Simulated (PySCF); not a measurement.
Species: C3H3O (charge 0, doublet). It need not be the lowest isomer of its formula. 
Geometry from a B3LYP-D3(BJ)/def2-TZVP (Ansatz) optimisation:
SMILES: C#C[CH]O
```xyz
7

C      1.9014    -0.0522    -0.0944
C      0.7009    -0.2525    -0.0228
C     -0.6514    -0.4564     0.0567
O     -1.5576     0.5605     0.0508
H      2.9487     0.1121    -0.1563
H     -1.1051    -1.4320     0.1300
H     -1.0887     1.4026    -0.0164
```
Charge 0, spin multiplicity 2.

Dispersion corrections to the total energy (kcal/mol) from the dftd3 and dftd4 libraries through PySCF: D3(BJ) without and D4 with the three-body term, each with the damping fitted for the functional named.

```csv
functional,D3(BJ),D4
BHLYP,-3.16,-2.47
HF,-21.64,?
BP86,?,-2.89
HSE06,-1.47,-1.70
PBE,?,-2.22
TPSSh,-2.71,-2.73
CAM-B3LYP,-1.76,-1.84
```

Task: What belongs in the gaps?

Result: 
- HF, D4: -8.85
- BP86, D3(BJ): -3.65
- PBE, D3(BJ): -2.40
